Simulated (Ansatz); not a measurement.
Cost and result for the atomization energy of `CBCBr` (10 atoms, 9 bonds).

| atom | x (Å) | y (Å) | z (Å) |
| --- | --- | --- | --- |
| C1 | -0.003 | -0.006 | -1.372 |
| B2 | -0.218 | 0.542 | 0.072 |
| C3 | 0.407 | -0.154 | 1.324 |
| Br4 | -1.308 | -1.112 | 1.551 |
| H5 | -0.891 | 0.083 | -2.002 |
| H6 | 0.758 | 0.635 | -1.840 |
| H7 | 0.367 | -1.033 | -1.418 |
| H8 | -0.835 | 1.552 | 0.264 |
| H9 | 1.166 | -0.920 | 1.184 |
| H10 | 0.558 | 0.413 | 2.238 |

Charge 0, multiplicity 1. Correlated methods include outer-core shells of Br, which these sets cover unevenly. Scalar relativity is left out up to krypton. All single points use the PBE0-D4/def2-TZVP geometry. It is one conformer, not always the lowest. Program: Ansatz. All runs use 4 threads of an Arm Neoverse V1 on a shared host. Times are those of one run each, without the atoms' runs, and a repeat can differ threefold. Electronic energies, without spin–orbit coupling; frozen cores. CCSD(T)/CBS adds CCSD(T) − MP2 in def2-TZVPP to the MP2 limit, and its time is that of the two runs behind it. T1 = 0.009. With those shells the extrapolation isn't a true limit. B3LYP takes the VWN-RPA correlation (the form of Gaussian; ORCA's B3LYP/G).

CCSD(T)/CBS is a level of theory with its own doubt, some kJ/mol a heavy atom from the limit and from the frozen cores, so smaller differences don't rank the functionals.

| level | functions | wall time |
| --- | --- | --- |
| PBE-D4/def2-TZVPP (with forces) | 225 | 2.2 s |
| PBE0-D4/def2-TZVPP | 225 | 2.6 s |
| B3LYP-D4/def2-TZVPP (with forces) | 225 | 3.9 s |
| r2SCAN-D4/def2-TZVPP (with forces) | 225 | 4.2 s |
| B2PLYP/def2-TZVPP | 225 | 4.6 s |
| ωB97X-V/def2-TZVPP | 225 | 7 s |
| ωB97M-V/def2-TZVPP (with forces) | 225 | 10 s |
| MP2/def2-QZVPP | 440 | 19 s |
| CCSD(T)/def2-TZVPP | 225 | 110 s |
| CCSD(T)/CBS(def2) | – | 2.2 min |

(1) What atomization energy does each give, and how far from CCSD(T)/CBS? (Best estimate.)

## Answers

(1) Computed: 
```tsv
level	atomization (kJ/mol)	difference from CCSD(T)/CBS	per bond
PBE-D4/def2-TZVPP (with forces)	3686.9	70.6	7.8
PBE0-D4/def2-TZVPP	3649.0	32.7	3.6
B3LYP-D4/def2-TZVPP (with forces)	3624.7	8.4	0.9
r2SCAN-D4/def2-TZVPP (with forces)	3645.1	28.8	3.2
B2PLYP/def2-TZVPP	3588.3	-28.0	-3.1
ωB97X-V/def2-TZVPP	3619.4	3.1	0.3
ωB97M-V/def2-TZVPP (with forces)	3628.0	11.7	1.3
MP2/def2-QZVPP	3628.5	12.2	1.4
CCSD(T)/def2-TZVPP	3539.3	-77.0	-8.6
CCSD(T)/CBS(def2)	3616.3	0.0	0.0
```

The D4 term adds +29.7 kJ/mol with B3LYP and +15.4 kJ/mol with PBE0; it sums over pairs of atoms, weighted by their polarisabilities, and B3LYP, whose exchange is more repulsive, gets the larger term. From PBE to PBE0 (25 % exact exchange), in def2-TZVPP and without D4, the atomization energy moves by −35.0 kJ/mol: exact exchange takes away binding that semilocal exchange gives to molecules. In def2-TZVPP, CCSD(T) changes the Hartree–Fock value by +775.2 kJ/mol (the triples alone add +45.2 kJ/mol) and MP2 by +819.7 kJ/mol; breaking electron pairs costs correlation energy, which Hartree–Fock lacks.
